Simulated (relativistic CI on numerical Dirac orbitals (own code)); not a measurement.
**Energy levels of W44+**

Method of calculation: Dirac-Coulomb-Breit CI, separate exchange-only KLI orbitals for each configuration, a model potential for QED, unscaled Slater integrals (own radial code, finite nucleus).

Configurations in the expansion (outside the closed core [Ar]): 3d10 4s2, 3d10 4s 4p, 3d10 4p2, 3d10 4s 4d, 3d10 4s 4f, 3d10 4d2, 3d10 4p 4d, 3d10 4f2, 3d10 4p 4f, 3d10 4d 4f, 3d10 4s 5s, 3d10 4s 5p, 3d10 4s 5d, 3d10 4s 5f, 3d10 4s 5g, 3d10 4s 6s, 3d10 4s 6p, 3d10 4s 6d, 3d10 4s 6f, 3d10 4s 7s, 3d9 4s2 4p, 3d9 4s2 4d, 3d9 4s2 4f, 3d9 4s2 5s, 3d9 4s2 5p, 3d9 4s2 5d. Double excitations out of closed p, d and f shells are left out; levels of such configurations are missing from the list, as are those of other unlisted configurations, and high levels can miss mixing partners. These lack a partner that the ground configuration has and come out too high: 3d9 4s2 4p, 3d9 4s2 4d, 3d9 4s2 4f, 3d9 4s2 5s, 3d9 4s2 5p.

```
No.  Configuration  Term  J   E (eV)    %  jj configuration (%)
  1       3d10 4s2    1S  0    0.000   99           closed (99)
  2     3d10 4s 4p   3P°  0   85.990  100        4s 4p1/2 (100)
  3     3d10 4s 4p   3P°  1   93.124   76         4s 4p1/2 (99)
  4     3d10 4s 4p   3P°  2  185.939  100        4s 4p3/2 (100)
  5       3d10 4p2    3P  0  197.763   70          4p1/2^2 (99)
  6     3d10 4s 4p   1P°  1  203.719   76         4s 4p3/2 (98)
  7       3d10 4p2    3P  1  291.232  100     4p1/2 4p3/2 (100)
  8       3d10 4p2    1D  2  292.487   63      4p1/2 4p3/2 (95)
  9     3d10 4s 4d    3D  1  345.098  100        4s 4d3/2 (100)
 10     3d10 4s 4d    3D  2  348.576   79         4s 4d3/2 (91)
 11     3d10 4s 4d    3D  3  366.121  100        4s 4d5/2 (100)
 12     3d10 4s 4d    1D  2  371.732   61         4s 4d5/2 (78)
 13       3d10 4p2    3P  2  398.723   47          4p3/2^2 (81)
 14       3d10 4p2    1S  0  403.365   70          4p3/2^2 (99)
 15     3d10 4p 4d   3F°  2  435.712   76     4p1/2 4d3/2 (100)
 16     3d10 4p 4d   3D°  1  453.465   54      4p1/2 4d3/2 (99)
 17     3d10 4p 4d   3F°  3  466.263   57      4p1/2 4d5/2 (96)
 18     3d10 4p 4d   3P°  2  466.601   47     4p1/2 4d5/2 (100)
 19     3d10 4s 4f   3F°  3  529.029   38         4s 4f5/2 (76)
 20     3d10 4s 4f   3F°  2  532.570   91         4s 4f5/2 (91)
 21     3d10 4s 4f   3F°  4  535.982   90         4s 4f7/2 (90)
 22     3d10 4s 4f   3F°  3  539.347   59         4s 4f7/2 (86)
 23     3d10 4p 4d   3D°  2  543.881   44      4p3/2 4d3/2 (89)
 24     3d10 4p 4d   3P°  0  546.487  100     4p3/2 4d3/2 (100)
 25     3d10 4p 4d   3P°  1  547.755   64      4p3/2 4d3/2 (98)
 26     3d10 4p 4d   3D°  3  553.703   43      4p3/2 4d3/2 (55)
 27     3d10 4p 4d   3F°  4  559.051   90      4p3/2 4d5/2 (90)
 28     3d10 4p 4d   3P°  2  563.955   49      4p3/2 4d5/2 (96)
 29     3d10 4p 4d   1P°  1  579.304   69      4p3/2 4d5/2 (97)
 30     3d10 4p 4d   1F°  3  580.391   53      4p3/2 4d5/2 (75)
```

Energies count from the lowest computed level; ° marks odd parity. Filled j subshells are mostly left out of the jj labels.

The mean weight of the leading LS term, summed over parents, in these 30 levels is 72 %, and that of the leading jj configuration (from the same eigenvectors) 93 %, so jj coupling describes them better and the LS labels are nominal.

At this charge energies of transitions that change n are usually good to better than 1 %, and those within a shell (Δn = 0) to a few per cent.

LS names give the leading component of a level, which can be under half, so a name can repeat, a term be missing and a line seem to break the LS rules.
